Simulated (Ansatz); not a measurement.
Relaxation of BGe2H6N (10 atoms, charge 0, multiplicity 1), to a largest force component of 0.02 eV/Å in at most 50 steps.

All numbers below come from RHF/def2-SVP (Ansatz 0.2.0).

```xyz
10
Properties=species:S:1:pos:R:3
Ge -1.247 1.045 -0.807
Ge -0.147 -0.854 -0.025
B 1.075 -0.495 1.613
N 1.683 -0.433 0.191
H -0.564 1.637 -2.087
H -1.308 2.186 0.292
H -2.724 0.713 -1.187
H -0.147 -2.124 -0.889
H 1.300 -0.410 2.833
H 2.163 -1.316 0.068
```

Q: Where does it end, and by what steps?

A: It converged. The force dipped under the threshold on the way, but the program's further checks kept it going. After 15 steps the energy has fallen by 1.711 eV; H10 moved furthest, 1.04 Å.

| step | energy less start (eV) | largest force component (eV/Å) | accepted |
| --- | --- | --- | --- |
| 0 | 0.0000 | 4.084 | yes |
| 1 | -0.7337 | 2.161 | yes |
| 2 | -1.0707 | 2.661 | yes |
| 3 | -1.3277 | 2.068 | yes |
| 4 | -1.5789 | 0.852 | yes |
| 5 | -1.6602 | 0.580 | yes |
| 6 | -1.6678 | 0.489 | yes |
| 7 | -1.7008 | 0.405 | yes |
| 8 | -1.7068 | 0.125 | yes |
| 9 | -1.7081 | 0.039 | yes |
| 10 | -1.7092 | 0.016 | yes |
| 11 | -1.7098 | 0.041 | yes |
| 12 | -1.7100 | 0.042 | yes |
| 13 | -1.7104 | 0.032 | yes |
| 14 | -1.7105 | 0.025 | yes |
| 15 | -1.7106 | 0.017 | yes |

```xyz
10
Properties=species:S:1:pos:R:3
Ge -1.288 1.093 -0.926
Ge -0.222 -0.875 0.076
B 1.055 -0.843 1.663
N 1.621 -0.559 0.468
H -0.766 1.351 -2.348
H -1.000 2.328 -0.062
H -2.809 0.886 -0.999
H -0.381 -2.126 -0.805
H 1.339 -0.961 2.814
H 2.535 -0.345 0.121
```

Run time: 74 s on 2 threads of Arm Neoverse N1, on a shared host, peak memory 0.31 GiB.
